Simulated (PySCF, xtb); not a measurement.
B(F)(Me)(Et) (C3H8BF), SMILES CB(F)CC.

Geometry optimised at B3LYP-D3(BJ)/def2-SVP. The values are those of a single conformer.

These are C-PCM-B3LYP/def2-SVP (PySCF) values and carry that method's errors.

The values are the electrostatic part of the solvation free energy, E(continuum) − E(gas) at the gas-phase geometry, in a cavity of scaled van der Waals radii (PySCF's table); cavitation and dispersion terms are not included. In vacuum the orbital gap is 8.06 eV. The dipole moment in vacuum is 1.23 D.

**Question.** Estimate the values in water (ε = 78.36), ethylethanoate (ε = 5.99), benzene (ε = 2.27). (An estimate is asked for; the answer gives what the named calculation found.)

**Answer.** 
```tsv
solvent	ε	ΔG(elec) (kcal/mol)	dipole (D)	gap (eV)
water	78.36	-1.6	1.55	8.08
ethylethanoate	5.99	-1.3	1.49	8.08
benzene	2.27	-0.9	1.39	8.07
```

For comparison, GFN2-xTB/ALPB(water) (xtb, at the GFN2-xTB geometry, all terms of that model) gives -1.4 kcal/mol.
